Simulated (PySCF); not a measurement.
**Simulated absorption spectrum**

C5H4FS (charge +1).
SMILES: `Fc1cc[s+]cc1`

Theory: TDDFT wB97X-D/def2-SVPD, vertical, gas phase, core orbitals frozen in the response in PySCF. Isolated species at its PBE0-D3(BJ)/def2-SVP geometry, gas phase.

Broadening: Gaussians 0.4 eV wide at half height, area fixed by f = 4.319×10⁻⁹ ∫ε dν̃. The width is an assumption, not a result. The curve ends short of the highest state used, and states not computed would add to its high-energy end.

(E (eV), ε (L mol⁻¹ cm⁻¹)): (4.56, 4), (4.63, 17), (4.70, 56), (4.77, 158), (4.84, 384), (4.91, 808), (4.98, 1499), (5.05, 2505), (5.12, 3849), (5.19, 5490), (5.26, 7222), (5.33, 8592), (5.40, 9045), (5.47, 8272), (5.54, 6494), (5.61, 4343), (5.68, 2464), (5.75, 1184), (5.82, 485), (5.89, 187), (5.96, 141), (6.03, 336), (6.10, 953), (6.17, 2351), (6.25, 5375), (6.32, 9244), (6.39, 13420), (6.46, 16451), (6.53, 17052), (6.60, 15039), (6.67, 11602), (6.74, 8718), (6.81, 8251), (6.88, 11246), (6.95, 17441), (7.02, 24983), (7.09, 30845), (7.16, 32288), (7.23, 28560), (7.30, 21347), (7.37, 13512), (7.44, 7294), (7.51, 3426), (7.58, 1475)

(1) Locate the maxima and give the states behind the curve.

(2) Coming from long wavelengths, where does ε first pass 100 L mol⁻¹ cm⁻¹?

(3) On this curve, what absorbance would a 10⁻⁵ mol/L sample give at 254 nm over a 1 cm path?

Answers

(1) 230 nm (5.39 eV), ε about 9100, made up of S2 (91%); 190 nm (6.51 eV), ε about 17000, made up of S4 (98%); 174 nm (7.14 eV), ε about 32000, made up of S6 (100%) (ε in L mol⁻¹ cm⁻¹; maxima over ε = 5, shares over 10%). The states used: S1 5.16 eV (f 0.030); S2 5.41 eV (f 0.124); S3 6.39 eV (f 0.0000); S4 6.51 eV (f 0.249); S5 6.56 eV (f 0.0058); S6 7.14 eV (f 0.481); S7 7.60 eV (f 0.0040); S8 7.69 eV (f 0.0000); S9 8.13 eV (f 0.0000); S10 8.18 eV (f 0.015).

(2) At about 262 nm (4.74 eV), 0.42 eV below S1.

(3) 254 nm is 4.881 eV, where ε is about 610 L mol⁻¹ cm⁻¹, so A = ε c l ≈ 0.0061 (Beer–Lambert, with the gas-phase spectrum and the assumed width).

The vertical ionisation energy (ΔSCF) is 15.91 eV, 7.72 eV above S10.
